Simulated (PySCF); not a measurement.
# Multinuclear NMR of C3H11NOSi3

Atom-mapped SMILES (the numbers label the heavy atoms): `[CH2:1]=[N:2][Si:3]([SiH3:4])([SiH3:5])[C:6]([CH3:7])=[O:8]`. Each H is labelled by its parent atom. Ha(C1) is cis to Si3; Hb(C1) is trans to Si3.

Calculated, not measured (PySCF 2.14.0 with density-fitted response routines): GFN2-xTB structure, PBE0/pcSseg-1 with gauge-including orbitals. No solvent model, one conformer, non-relativistic, equivalent nuclei averaged.

(1) What are the 29Si shifts?

(2) Predict the 15N NMR data.

(3) What are the 17O shifts?

Answers

(1) 
| atoms | environment | σ (ppm) | δ (ppm) |
| --- | --- | --- | --- |
| Si3 | silicon bonded to C, N, 2 Si | 392.5 | -42.6 |
| Si4/Si5 | silicon bonded to Si, 3 H | 465.3 | -102.5 |

Shieldings were converted by a linear fit to measured shifts: 29Si (scatter 8.9 ppm rms, 25.8 ppm with the 6 outliers that the fit left out vs TMS, solution or neat liquid). A few per cent of atoms miss by over 2 rms, more outside the fitted compound classes.

On a 600 MHz spectrometer 29Si resonates near 119.2 MHz, so 1 ppm is 119.2 Hz.

(2) 
```json
{"atoms": "N2", "environment": "imine nitrogen", "σ (ppm)": "-155.8", "δ (ppm)": "-4.5"}
```

Shieldings were converted by a linear fit to measured shifts: 15N (scatter 6.3 ppm rms vs CH3NO2, solution or neat liquid). Occasional misses reach two or three times the rms, and more in compound classes unlike the fitted ones.

On a 400 MHz spectrometer 15N resonates near 40.5 MHz, so 1 ppm is 40.5 Hz.

(3) 
| atoms | environment | σ (ppm) | δ (ppm) |
| --- | --- | --- | --- |
| O8 | carbonyl oxygen | -511.1 | 732.3 |

Shieldings were converted by a linear fit to measured shifts: 17O (scatter 10.7 ppm rms, 12.2 ppm with the 3 outliers that the fit left out vs liquid water, solution or neat liquid). A few per cent of atoms miss by over 2 rms, more outside the fitted compound classes.

On a 300 MHz spectrometer 17O resonates near 40.7 MHz, so 1 ppm is 40.7 Hz.
